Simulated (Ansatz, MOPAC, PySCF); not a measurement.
The molecule YH, closed-shell singlet (lowest of 2S+1 = 1, 3, 5 at CCSD(T)/def2-TZVPP on PBE0 minima; our sources give no spin for the ground state, which may be another). No spin–orbit coupling.

Seven points along R, fitted to fifth degree in 1/R; most abundant isotopes. In def2 and cc sets the state is the lowest found near the PBE0 minimum, followed along R. The singlet is held restricted. HF and MP2 rows in def2 and cc sets belong to the determinant that coupled cluster picked by its CCSD energy.

The values were computed with Ansatz (Gaussian orbitals); MOPAC for PM7 (differences of heats of formation); PySCF for 3-21G rows, LANL2DZ rows, STO-3G rows.  In def2 rows elements past Kr take small-core potentials, without spin–orbit coupling.

| level | r_e (Å) | ω_e (cm⁻¹) | α_e (cm⁻¹) | B_e (cm⁻¹) | dipole (D) |
|---|---|---|---|---|---|
| PM7 | 1.841 | 2632 | 0.061 | 4.99 | - |
| HF/STO-3G | 1.888 | 1129 | 0.16 | 4.74 | 3.16 |
| HF/3-21G | 1.927 | 1564 | 0.068 | 4.55 | 1.34 |
| HF/def2-TZVPP | 1.955 | 1517 | 0.081 | 4.43 | - |
| HF/def2-QZVPP | 1.951 | 1518 | 0.080 | 4.44 | - |
| SVWN5/def2-TZVPP | 1.910 | 1527 | 0.098 | 4.64 | 1.69 |
| PBE/def2-TZVPP | 1.916 | 1516 | 0.098 | 4.61 | 1.67 |
| BP86/LANL2DZ | 1.901 | 1548 | 0.11 | 4.68 | 1.82 |
| r2SCAN/def2-TZVPP | 1.913 | 1549 | 0.094 | 4.62 | 1.70 |
| B97M-V/def2-TZVPP | 1.931 | 1491 | 0.094 | 4.54 | 1.85 |
| B3LYP/LANL2DZ | 1.899 | 1569 | 0.10 | 4.69 | 1.99 |
| B3LYP/def2-TZVPP | 1.916 | 1535 | 0.094 | 4.61 | 1.84 |
| PBE0/def2-TZVPP | 1.911 | 1547 | 0.092 | 4.63 | 1.67 |
| BHLYP/def2-TZVPP | 1.915 | 1559 | 0.088 | 4.61 | 1.81 |
| CAM-B3LYP/def2-TZVPP | 1.918 | 1545 | 0.090 | 4.60 | 1.86 |
| wB97X-V/def2-TZVPP | 1.924 | 1542 | 0.087 | 4.57 | 1.76 |
| wB97M-V/def2-TZVPP | 1.918 | 1545 | 0.089 | 4.60 | 1.87 |
| B2PLYP/def2-TZVPP | 1.916 | 1546 | 0.091 | 4.61 | - |
| MP2/def2-TZVPP | 1.918 | 1554 | 0.087 | 4.60 | - |
| MP2/def2-QZVPP | 1.909 | 1561 | 0.077 | 4.64 | - |
| MP2/CBS(def2-TZVPP, def2-QZVPP) | 1.905 | 1564 | 0.070 | 4.66 | - |
| SCS-MP2/def2-TZVPP | 1.924 | 1544 | 0.087 | 4.57 | - |
| SCS-MP2/def2-QZVPP | 1.916 | 1551 | 0.076 | 4.61 | - |
| CCSD/def2-TZVPP | 1.933 | 1518 | 0.089 | 4.53 | - |
| CCSD/def2-QZVPP | 1.925 | 1528 | 0.078 | 4.56 | - |
| CCSD(T)/def2-TZVPP | 1.933 | 1513 | 0.090 | 4.53 | - |
| CCSD(T)/def2-QZVPP | 1.926 | 1522 | 0.079 | 4.56 | - |
| CCSD(T)/CBS(def2-TZVPP, def2-QZVPP) | 1.923 | 1526 | 0.071 | 4.57 | - |

Correlated levels freeze the inner cores; with def2 sets outer-core shells near the valence are correlated too. CBS: X⁻³ extrapolation of the correlation energy, Hartree–Fock from the larger set. Rows in 3-21G, LANL2DZ, STO-3G carry no dispersion term and start afresh at each structure; the Pople sets are all-electron and without relativity. LANL2DZ brings its own core potentials from Na on. The state that PM7 reach isn't checked; PM7 holds dispersion and hydrogen-bond terms.

Doubts at one or more of the structures used: a restricted determinant that unrestricted orbitals would lower (HF/def2-TZVPP, HF/def2-QZVPP, B2PLYP/def2-TZVPP, MP2/def2-TZVPP, MP2/def2-QZVPP, MP2/CBS(def2-TZVPP, def2-QZVPP), SCS-MP2/def2-TZVPP, SCS-MP2/def2-QZVPP, CCSD/def2-TZVPP, CCSD/def2-QZVPP, CCSD(T)/def2-TZVPP, CCSD(T)/def2-QZVPP, CCSD(T)/CBS(def2-TZVPP, def2-QZVPP)).

Ansatz is a program for electronic structure.
